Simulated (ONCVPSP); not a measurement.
## What one change does to a pseudopotential (niobium, ONCV)

niobium, optimised norm-conserving Vanderbilt (ONCV), made with ONCVPSP 4.0.1 (PBEsol, scalar-relativistic). Core [Ar] 3d10, reference 4s2 4p6 4d4 5s1. Waves: 4s+5s: rc 1.55 bohr, ncon 4, nbas 8, qcut 7.9 1/bohr, 2 projectors; 4p: rc 1.85 bohr, ncon 5, nbas 8, qcut 8 1/bohr, 2 projectors, debl 3.9 Ha; 4d: rc 2.20 bohr, ncon 4, nbas 8, qcut 6.1 1/bohr, 2 projectors, debl 2.3 Ha; f scattering state at 0.31 Ha: rc 1.65 bohr, ncon 4, nbas 7, qcut 6.7 1/bohr, 2 projectors, debl 2.2 Ha. Local part: polynomial inside 1.35 bohr (lpopt 5, dvloc0 0 Ha). Core correction: Teter function, fcfact 4, rcfact 1.2.

Change: s: qcut 5.5; p: qcut 5.6; d: qcut 4.3; f: qcut 4.7.

Cutoffs: the cutoffs (Ha) at which the residual kinetic energy of the hardest occupied pseudo-wave falls to 1 and 0.1 mHa per electron; they do not see the model core or the augmentation charge, which bear on the density cutoff. Errors are all-electron minus pseudo energies relative to the spin-unpolarised reference configuration.

Task: How do hardness, ghosts and transferability respond?

Result: The potential gets harder (23 Ha and 26 Ha → 28 Ha and 69 Ha); of the 3 tests that both files solve, the error grows in 1 and shrinks in 2 by more than 15 % and 0.3 meV (median size 1.0 → 0.1 meV); the range in which the s phases agree narrows (upper end at the end of the scan → 3.1); neither file shows a bound ghost.

```tsv
quantity	base	changed
cutoff, loose	23 Ha	28 Ha
cutoff, tight	26 Ha	69 Ha
loose cutoff by channel	s 23 Ha, p 21 Ha, d 14 Ha	s 22 Ha, p 11 Ha, d 28 Ha
bound ghosts	none	none
GHOST(+) flags under 300 eV	s at 266.9 eV	s at 194.6 eV
tests with a reliable result	3 of 4	3 of 4
error for 4s2 4p6 4d4 5s0, meV [ΔE 6.65 eV]	-1.0	-0.1
error for 4s2 4p6 4d3 5s0, meV [ΔE 20.68 eV]	-0.6	-0.1
error for 4s2 4p6 4d3 5s1, meV [ΔE 7.04 eV]	+1.8	+5.2
s: phases at 1.57 bohr within 0.05 rad from the reference energy up to (Ha; the scan ends near 5)	to the end of the scan	3.1
p: phases at 1.88 bohr within 0.05 rad from the reference energy up to (Ha; the scan ends near 5)	to the end of the scan	to the end of the scan
d: phases at 2.24 bohr within 0.05 rad from the reference energy up to (Ha; the scan ends near 5)	to the end of the scan	to the end of the scan
f: phases at 1.68 bohr within 0.05 rad from the reference energy up to (Ha; the scan ends near 5)	to the end of the scan	to the end of the scan
rms error of d²Exc/dni dnj with the model core, mHa	0.68	0.42
```
